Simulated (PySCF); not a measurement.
# Radial density of Ga (gallium, neutral)

MN15, [Ar] 3d10 4s2 4p1, 2P determinant. Computed with PySCF 2.14 in def2-TZVP (6s5p4d1f, 48 functions), with the non-relativistic Hamiltonian (point nucleus).

```json
{"r (bohr)": "0.000686", "4πr²ρ (e/bohr)": "0.1154", "4πr²(ρα − ρβ)": "0.0000"}
{"r (bohr)": "0.00115", "4πr²ρ (e/bohr)": "0.3180", "4πr²(ρα − ρβ)": "0.0000"}
{"r (bohr)": "0.00194", "4πr²ρ (e/bohr)": "0.8549", "4πr²(ρα − ρβ)": "0.0000"}
{"r (bohr)": "0.00327", "4πr²ρ (e/bohr)": "2.231", "4πr²(ρα − ρβ)": "0.0000"}
{"r (bohr)": "0.00549", "4πr²ρ (e/bohr)": "5.494", "4πr²(ρα − ρβ)": "0.0000"}
{"r (bohr)": "0.00924", "4πr²ρ (e/bohr)": "12.34", "4πr²(ρα − ρβ)": "0.0000"}
{"r (bohr)": "0.0155", "4πr²ρ (e/bohr)": "23.69", "4πr²(ρα − ρβ)": "0.0002"}
{"r (bohr)": "0.0261", "4πr²ρ (e/bohr)": "35.24", "4πr²(ρα − ρβ)": "0.0008"}
{"r (bohr)": "0.0440", "4πr²ρ (e/bohr)": "36.14", "4πr²(ρα − ρβ)": "0.0035"}
{"r (bohr)": "0.0740", "4πr²ρ (e/bohr)": "30.16", "4πr²(ρα − ρβ)": "0.0104"}
{"r (bohr)": "0.124", "4πr²ρ (e/bohr)": "40.25", "4πr²(ρα − ρβ)": "0.0140"}
{"r (bohr)": "0.209", "4πr²ρ (e/bohr)": "36.81", "4πr²(ρα − ρβ)": "-0.0079"}
{"r (bohr)": "0.352", "4πr²ρ (e/bohr)": "20.86", "4πr²(ρα − ρβ)": "-0.0064"}
{"r (bohr)": "0.592", "4πr²ρ (e/bohr)": "26.26", "4πr²(ρα − ρβ)": "0.0036"}
{"r (bohr)": "0.996", "4πr²ρ (e/bohr)": "10.77", "4πr²(ρα − ρβ)": "0.0082"}
{"r (bohr)": "1.67", "4πr²ρ (e/bohr)": "2.409", "4πr²(ρα − ρβ)": "0.2324"}
{"r (bohr)": "2.82", "4πr²ρ (e/bohr)": "1.042", "4πr²(ρα − ρβ)": "0.3295"}
{"r (bohr)": "4.74", "4πr²ρ (e/bohr)": "0.1944", "4πr²(ρα − ρβ)": "0.1179"}
{"r (bohr)": "7.97", "4πr²ρ (e/bohr)": "0.005070", "4πr²(ρα − ρβ)": "0.0046"}
```

(1) Where is the radial spin density 4πr²(ρα − ρβ) most negative, and why is it negative at all?

Results:

(1) Around r = 0.209 bohr, down to -0.0079 e/bohr: exchange with the open shell polarises the paired shells in an unrestricted calculation.
